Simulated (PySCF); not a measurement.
C2H4Cl2Si2, SMILES C#C[Si]([SiH3])(Cl)Cl. The structure is a stationary point at B3LYP-D3(BJ)/def2-SVP. This is a generated structure with no PubChem entry under its InChIKey; it may be hypothetical.

Level of theory: B3LYP-D3(BJ)/def2-SVP run with PySCF 2.14.0.

Harmonic wavenumbers (cm⁻¹): 82, 96, 111, 119, 155, 178, 319, 336, 384, 510, 518, 567, 598, 678, 749, 755, 874, 938, 939, 2150, 2221, 2234, 2238, 3454. Rotational constants (GHz): 1.207, 1.142, 1.121; symmetry number 1.

**Question.** Work out the zero-point energy and the ideal-gas rigid-rotor harmonic-oscillator thermochemistry at 298.15 K and 1 atm.

**Answer.** ZPE = ½ Σ hcν = ½ × 21204 cm⁻¹ = 126.83 kJ/mol. H − E(el) = 153.77 kJ/mol. Entropy in J/(mol K): translation 171.66, rotation 124.35, vibration 107.59, total 403.60. G − E(el) = 33.43 kJ/mol. Cp = 136.46 J/(mol K). Modes under 150 cm⁻¹ make the vibrational entropy uncertain.
